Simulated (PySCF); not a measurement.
# Spin states and ions at one geometry of [BiCl]2+

PySCF 2.14.0, RKS B3LYP, Bi def2-SVP with ECP60, Cl def2-SVP; non-relativistic Hamiltonian with scalar-relativistic core potentials where named; density fitting; no spin-orbit coupling; singlets restricted, open shells unrestricted. The geometry is relaxed for charge +2, singlet, vacuum:

```xyz
2

Bi    0.0000    0.0000   -0.2818
Cl    0.0000    0.0000    2.0464
```

Energies count from the relaxed state; an electron taken off or put on is at rest in vacuum. Charges and spins are Mulliken's.

**Question.** Order these states by energy, lowest first.
A. charge +1, doublet, vacuum
B. charge +3, doublet, vacuum
C. charge +2, singlet, vacuum
D. charge +2, triplet, vacuum

**Answer.** A (-14.75 eV), C (0.00 eV), D (3.99 eV), B (24.71 eV).

**Question.** How do charge and spin on the first atom follow?

**Answer.** 
```csv
state,spin squared,charge on Bi1 (e),spin on Bi1 (e),dipole about the centre of mass (D)
"charge +2, singlet, vacuum",0.00,1.76,0.00,0.53
"charge +2, triplet, vacuum",2.00,1.59,1.20,1.43
"charge +3, doublet, vacuum",0.75,2.28,0.01,3.49
"charge +1, doublet, vacuum",0.75,1.05,0.94,1.65
```

With an electron taken off (doublet) the charges change, summed by element, by Bi +0.52 e, Cl +0.48 e. The vertical ionisation energy is 24.71 eV, against −ε(HOMO) = 21.97 eV of the relaxed state. The level lies 2.7 eV too high, as is usual for semilocal functionals and global hybrids, which keep a self-interaction error.

With an electron put on (doublet) the charges change, summed by element, by Bi -0.72 e, Cl -0.28 e. The vertical electron affinity is 14.75 eV, against −ε(LUMO) = 17.43 eV of the relaxed state.

Open shells may have lower solutions than those found.
